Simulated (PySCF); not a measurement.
## From computed data to an observable: chemical shift, span and skew from a shielding tensor

C₃H₇BFN, SMILES NB(C(F)=C)C. Atoms are numbered in the order given.

```xyz
13

C      1.8870     0.5228    -0.3777
C      0.8201    -0.0993     0.1295
F      1.0262    -1.1671     0.9405
B     -0.7120     0.2190    -0.1490
C     -1.7722    -0.9475    -0.0426
N     -1.0667     1.5271    -0.4991
H      1.7554     1.3737    -1.0500
H      2.9040     0.1884    -0.1517
H     -1.5207    -1.7522    -0.7548
H     -2.8090    -0.6275    -0.2317
H     -1.7224    -1.4069     0.9588
H     -2.0167     1.7921    -0.7276
H     -0.4086     2.2962    -0.5246
```

Coordinates come from a ωB97X-D3(BJ)/def2-SVP optimisation. The structure was generated by enumeration, and PubChem lists no compound with its InChIKey, so it may never have been made. One conformer was computed; it need not be the lowest.

GIAO shieldings from PySCF with PBE/pcSseg-1, non-relativistic, no solvent. The symmetric part of the tensor of C1 has the principal values -26.1, 107.2, 154.8 ppm. The same nucleus in TMS has σ = 182.0 ppm at this level (PySCF, at its B3LYP-D3(BJ)/def2-TZVP geometry).

Work out the isotropic shielding, the ¹³C shift against TMS, the span and the skew.


σ(iso) = (σ11 + σ22 + σ33)/3 = 78.6 ppm. δ = σ(ref) − σ(iso) = 182.0 − (78.6) = 103.4 ppm.
Span Ω = σ33 − σ11 = 180.9 ppm. Skew κ = 3(σ(iso) − σ22)/Ω = -0.47. Tumbling in solution averages the tensor to δ; in a static solid the shielding alone would spread this spin-1/2 line over Ω.
